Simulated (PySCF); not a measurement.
BClGeH3O, BGeH5OSi, GeH3NOSi, Al2GeH3O and others (calculated)

All values are calculated (PySCF 2.14.0). Calculation on a computer-drawn molecule: optimised geometry and harmonic frequencies of an isolated molecule of the commonest isotopes, restricted reference for singlets and unrestricted otherwise, frozen core in MP2; on germanium a core potential holds 10 electrons, which the energies leave out, and 3d is frozen in MP2 and coupled-cluster steps.

Common to all runs: basis and core potential on germanium cc-pVDZ-PP ECP10MDF.

(1) BClGeH3O

Start structure:
```xyz
7
BClGeH3O
O      0.1510     1.2933    -0.3106
Ge     1.4567     1.4698    -1.5131
B      3.2831     0.7134    -0.9606
Cl     4.5230     0.4491    -2.1868
H      0.3934     1.5046     0.5795
H      0.8161     1.0282    -2.8264
H      3.5971     0.5753     0.1823
```

Settings of this run: charge 0, multiplicity 2, method MP2 and basis cc-pV(D+d)Z.

It finds rotational constants 20.72, 1.383, 1.297 GHz; total energy -854.6865 hartree; spin squared 0.7589; convergence status largest gradient component 1.238e-05 hartree/bohr.

Drawn bonds:
```
atom  other atom  order
   1           2      1
   2           3      1
   3           4      1
   1           5      1
   2           6      1
   3           7      1
```

Optimised structure:
```xyz
7
BClGeH3O
O      0.1060     1.4486    -0.3370
Ge     1.4489     1.1149    -1.4870
B      3.3132     0.7271    -0.9506
Cl     4.5272     0.4180    -2.1964
H      0.4270     1.4109     0.5783
H      0.7812     1.2122    -2.8558
H      3.6170     0.7021     0.2128
```

Modes:
```
frequency (cm⁻¹)  reduced mass (dalton)
           104.3                  7.256
           109.4                    5.3
           227.2                  12.05
             233                  1.317
           397.6                  1.117
           606.5                  4.257
           655.3                   1.24
           711.8                    2.8
           741.7                  1.663
           853.2                   2.54
           959.5                  1.104
            1060                  1.614
            2235                  1.021
            2693                  1.094
            3832                  1.066
```

(2) BGeH5OSi

Start structure:
```xyz
9
BGeH5OSi
O      0.3399     0.6055    -1.8728
Ge     0.4019    -1.0798    -2.5185
B     -0.6736    -1.0311    -0.8584
Si     0.0960    -1.0985     0.9526
H     -0.2315     0.8287    -1.1190
H     -1.8525    -0.6446    -0.9438
H      1.6615    -1.1535     0.8526
H     -0.1442     0.0526     1.7874
H     -0.3110    -2.2551     1.7047
```

It was run with charge 0, multiplicity 1, method HF and basis cc-pV(D+d)Z.

The calculation gives: rotational constants 7.957, 1.363, 1.253 GHz; total energy -684.7356 hartree; convergence status largest gradient component 5.986e-06 hartree/bohr.

Drawn bonds:
```
atom  other atom  order
   1           2      1
   2           3      1
   3           4      1
   1           5      1
   3           6      1
   4           7      1
   4           8      1
   4           9      1
```

Optimised structure:
```xyz
9
BGeH5OSi
O      0.3788     1.0028    -2.5065
Ge     0.3311    -0.7915    -2.5225
B     -0.7049    -1.1031    -0.6691
Si     0.1449    -1.2818     1.1804
H     -0.0098     1.4781    -1.7870
H     -1.9071    -1.1929    -0.7079
H      1.6154    -1.4822     1.1335
H     -0.1172    -0.0070     1.9023
H     -0.4447    -2.3981     1.9615
```

Modes:
```
frequency (cm⁻¹)  reduced mass (dalton)
           47.15                  1.489
           64.75                  2.058
           110.1                  5.002
           161.1                  2.614
           382.1                  3.378
           462.3                  1.095
           484.5                  1.126
           597.9                  1.241
           695.4                  4.105
           707.6                   5.03
           713.2                  1.938
           893.2                  1.127
           929.6                  1.419
           990.3                  1.113
            1014                  1.046
            1038                  1.038
            2274                  1.044
            2288                   1.05
            2296                  1.025
            2663                   1.09
            4157                  1.068
```

(3) GeH3NOSi

Start structure:
```xyz
7
GeH3NOSi
O      1.2253     1.6460     2.0365
Ge     0.3062     0.4744     1.1924
N     -0.8561     1.5522     0.2379
Si    -1.9051     2.6148    -0.4391
H      1.0611     2.5865     2.0330
H     -3.1486     2.9979     0.0697
H     -1.5701     3.2140    -1.6969
```

Here we set charge 0, multiplicity 1, method HF and basis cc-pV(D+d)Z.

It finds rotational constants 11.48, 1.68, 1.492 GHz; total energy -713.3798 hartree; convergence status largest gradient component 2.653e-05 hartree/bohr.

Drawn bonds:
```
atom  other atom  order
   1           2      1
   2           3      1
   3           4      2
   1           5      1
   4           6      1
   4           7      1
```

Optimised structure:
```xyz
7
GeH3NOSi
O      1.2922     1.5978     2.1022
Ge     0.2614     0.5090     1.1229
N     -0.8215     1.7428     0.3435
Si    -1.8656     2.5956    -0.4427
H      1.0872     2.5205     2.0269
H     -3.1987     2.9626     0.0676
H     -1.6424     3.1576    -1.7868
```

Modes:
```
frequency (cm⁻¹)  reduced mass (dalton)
           69.41                  4.731
           113.5                  6.296
           181.5                  1.069
           315.2                  6.601
           451.4                  11.35
           500.1                  1.135
             705                   13.3
           746.7                   1.18
             750                   1.24
           887.5                  1.158
            1095                  1.055
            1395                  14.49
            2347                  1.055
            2353                   1.03
            4130                  1.067
```

(4) Al2GeH3O

Start structure:
```xyz
7
Al2GeH3O
O      3.9395     4.7462    -0.9501
Al     3.1257     3.3895    -0.8909
Al     1.6579     1.2298    -0.6252
Ge     0.3932    -0.7793    -0.4604
H     -0.1144    -0.9457     0.9696
H     -0.8160    -0.7813    -1.3755
H      1.2247    -2.0244    -0.8302
```

It was run with charge 1, multiplicity 1, method HF and basis cc-pV(D+d)Z.

It finds rotational constants 76.98, 0.5265, 0.5265 GHz; total energy -853.5284 hartree; convergence status largest gradient component 1.086e-05 hartree/bohr.

Drawn bonds:
```
atom  other atom  order
   1           2      2
   2           3      1
   3           4      1
   4           5      1
   4           6      1
   4           7      1
```

Optimised structure:
```xyz
7
Al2GeH3O
O      3.9607     4.7510    -0.9823
Al     3.1155     3.4393    -0.8570
Al     1.6929     1.2318    -0.6462
Ge     0.3088    -0.9165    -0.4413
H     -0.1144    -0.9421     1.0167
H     -0.8327    -0.7120    -1.4215
H      1.2799    -2.0167    -0.8312
```

Modes:
```
frequency (cm⁻¹)  reduced mass (dalton)
           60.78                  13.16
           60.79                  13.17
           140.1                  14.37
           140.1                  14.38
           170.4                  24.39
           403.6                  26.12
           482.2                  1.089
           482.3                  1.089
           823.4                  1.037
           938.6                   1.02
           938.6                   1.02
            1212                  19.06
            2284                   1.01
            2295                  1.025
            2295                  1.025
```

(5) Al2GeH3O

Start structure:
```xyz
7
Al2GeH3O
O      3.9607     4.7510    -0.9823
Al     3.1155     3.4393    -0.8570
Al     1.6929     1.2318    -0.6462
Ge     0.3088    -0.9165    -0.4413
H     -0.1144    -0.9421     1.0167
H     -0.8327    -0.7120    -1.4215
H      1.2799    -2.0167    -0.8312
```

Settings of this run: charge 1, multiplicity 1, method MP2 and basis cc-pV(D+d)Z.

It finds rotational constants 76.42, 0.5248, 0.5248 GHz; total energy -853.9277 hartree; convergence status largest gradient component 2.33e-05 hartree/bohr.

Drawn bonds:
```
atom  other atom  order
   1           2      2
   2           3      1
   3           4      1
   4           5      1
   4           6      1
   4           7      1
```

Optimised structure:
```xyz
7
Al2GeH3O
O      3.9882     4.7938    -0.9864
Al     3.1045     3.4222    -0.8554
Al     1.6834     1.2170    -0.6449
Ge     0.3104    -0.9141    -0.4415
H     -0.1181    -0.9455     1.0225
H     -0.8390    -0.7145    -1.4248
H      1.2814    -2.0241    -0.8323
```

Modes:
```
frequency (cm⁻¹)  reduced mass (dalton)
           49.43                  14.22
           49.58                  14.21
           115.7                  12.83
             116                  12.89
             167                  23.62
           393.8                   26.6
             441                  1.094
           441.6                  1.093
           756.4                  1.037
           882.7                   1.02
           882.7                  1.019
            1015                  19.09
            2221                   1.01
            2243                  1.025
            2243                  1.025
```

(6) AlBGeH3O

Start structure:
```xyz
7
AlBGeH3O
O      0.9726     3.8546    -0.5466
Al    -0.2812     3.0589    -0.0660
B     -2.0086     1.9889     0.5197
Ge    -2.1058     0.1229     0.0899
H     -2.8924     2.4474     1.1572
H     -3.2583    -0.8586     0.3528
H     -1.1920    -0.7408    -0.7704
```

Here we set charge 0, multiplicity 2, method HF and basis cc-pV(D+d)Z.

It finds rotational constants 20.52, 1.033, 0.9834 GHz; total energy -636.5173 hartree; spin squared 0.7581; convergence status largest gradient component 2.353e-05 hartree/bohr.

Drawn bonds:
```
atom  other atom  order
   1           2      2
   2           3      1
   3           4      1
   3           5      1
   4           6      1
   4           7      1
```

Optimised structure:
```xyz
7
AlBGeH3O
O      0.9839     3.9106    -0.5273
Al    -0.2868     3.0974    -0.0724
B     -1.9715     1.9538     0.5103
Ge    -2.1600     0.0434     0.0326
H     -2.8554     2.4465     1.1483
H     -3.3440    -0.8362     0.4188
H     -1.1318    -0.7422    -0.7738
```

Modes:
```
frequency (cm⁻¹)  reduced mass (dalton)
            83.7                  8.688
           163.5                  2.471
           217.6                  12.63
           281.5                   1.64
           366.9                   1.13
           412.2                  2.002
           587.2                  1.822
             642                  1.246
             726                    2.8
           932.2                  1.265
           971.2                  1.164
            1202                  18.92
            2255                  1.021
            2259                  1.019
            2738                  1.091
```

(7) AlBGeH3O

Start structure:
```xyz
7
AlBGeH3O
O      0.9839     3.9106    -0.5273
Al    -0.2868     3.0974    -0.0724
B     -1.9715     1.9538     0.5103
Ge    -2.1600     0.0434     0.0326
H     -2.8554     2.4465     1.1483
H     -3.3440    -0.8362     0.4188
H     -1.1318    -0.7422    -0.7738
```

Here we set charge 0, multiplicity 2, method MP2 and basis cc-pV(D+d)Z.

It finds rotational constants 19.22, 1.041, 0.9873 GHz; total energy -636.9379 hartree; spin squared 0.7581; convergence status largest gradient component 1.459e-05 hartree/bohr.

Drawn bonds:
```
atom  other atom  order
   1           2      2
   2           3      1
   3           4      1
   3           5      1
   4           6      1
   4           7      1
```

Optimised structure:
```xyz
7
AlBGeH3O
O      1.0299     3.8899    -0.5587
Al    -0.3039     3.0852    -0.0668
B     -1.9929     1.9704     0.5269
Ge    -2.1586     0.0591     0.0368
H     -2.8936     2.4480     1.1698
H     -3.3308    -0.8613     0.4042
H     -1.1157    -0.7182    -0.7758
```

Modes:
```
frequency (cm⁻¹)  reduced mass (dalton)
           74.99                  8.894
           140.7                  2.657
           192.4                  11.71
           252.9                  1.571
             402                  1.834
           461.2                   1.11
           558.9                  1.965
           588.3                  1.249
           712.3                  2.514
           871.9                  1.446
             925                  1.103
            1041                  18.12
            2190                  1.017
            2207                  1.023
            2680                  1.092
```

(8) Ge2H3NO

Start structure:
```xyz
7
Ge2H3NO
O      1.3284     0.7785    -3.9041
Ge     1.7799     1.5194    -2.6518
N      0.6482     2.1211    -1.3309
Ge    -1.1778     1.9169    -1.2285
H      3.1704     1.9755    -2.2078
H      1.1644     2.6397    -0.5259
H     -1.1901     2.7082     0.2341
```

Here we set charge 0, multiplicity 1, method HF and basis cc-pVDZ.

It finds rotational constants 9.843, 1.083, 0.9753 GHz; total energy -717.7762 hartree; convergence status largest gradient component 3.827e-05 hartree/bohr.

Drawn bonds:
```
atom  other atom  order
   1           2      2
   2           3      1
   3           4      1
   2           5      1
   3           6      1
   4           7      1
```

Optimised structure:
```xyz
7
Ge2H3NO
O      1.2867     0.7644    -3.9141
Ge     1.7888     1.5642    -2.6009
N      0.6927     2.1371    -1.2960
Ge    -1.1627     1.9269    -1.2005
H      3.2213     1.9556    -2.2561
H      1.1529     2.6208    -0.5429
H     -1.2563     2.6905     0.1956
```

Modes:
```
frequency (cm⁻¹)  reduced mass (dalton)
             107                  16.53
           132.3                  3.744
             245                  1.173
           270.7                  21.62
           550.2                   3.96
           552.9                   1.18
           697.7                   1.11
             757                  1.591
           855.6                  1.408
           904.6                  1.443
            1047                  16.58
            1258                  1.252
            1959                  1.021
            2264                  1.021
            3772                  1.076
```
